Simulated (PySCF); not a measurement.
Geometry:
```tsv
atom	x (Å)	y (Å)	z (Å)
C1	-4.050	-0.058	-0.777
O2	-2.667	0.233	-0.641
C3	-1.885	-0.731	-0.177
O4	-2.259	-1.838	0.127
C5	-0.457	-0.302	-0.077
C6	0.505	-1.219	0.365
C7	1.804	-0.768	0.436
C8	2.059	0.558	0.064
Si9	3.785	1.340	0.105
N10	1.076	1.355	-0.341
N11	-0.148	0.942	-0.412
H12	-4.576	0.225	0.138
H13	-4.414	0.535	-1.614
H14	-4.198	-1.124	-0.962
H15	0.207	-2.222	0.631
H16	2.609	-1.406	0.767
H17	3.670	2.732	-0.299
H18	4.290	1.192	1.474
H19	4.638	0.565	-0.800
```

Calculated, not measured (PySCF 2.14): shielding tensors at PBE0/pcSseg-1 (GIAO), GFN2-xTB geometry. In vacuum, non-relativistic, one computed conformer, one averaged value for each set of equivalent atoms.

Predict the 2D correlation tables (HSQC, COSY, HMBC).

## Answers



HSQC (one-bond C–H):
```
                δH          δC
        8.38 (H15)  130.7 (C6)
        7.89 (H16)  136.6 (C7)
4.44 (H12/H13/H14)   53.0 (C1)
```

COSY cross peaks (H two or three bonds apart, from the bond graph; peaks can be absent where the dihedral angle is near 90°):
```
        δH          δH
8.38 (H15)  7.89 (H16)
```

HMBC (two and three bonds, from the bond graph):
```
                δH                                              δC
        8.38 (H15)  172.4 (C3), 169.5 (C8), 154.2 (C5), 136.6 (C7)
        7.89 (H16)              169.5 (C8), 154.2 (C5), 130.7 (C6)
4.82 (H17/H18/H19)                          169.5 (C8), 136.6 (C7)
4.44 (H12/H13/H14)                                      172.4 (C3)
```

δ = σ(ref) − σ, references computed at the same level: TMS for ¹H (σ = 31.72 ppm) and ¹³C (σ = 186.93 ppm).

Shifts are as computed. Against solution values, carbons near 30 ppm lie about +3 ppm off and those near 130 ppm about +5 ppm. Of 1211 compounds with measured shifts, 218 miss one by over three times the rms of a fit or turn the order of signals round; such compounds aren't used in these exercises.
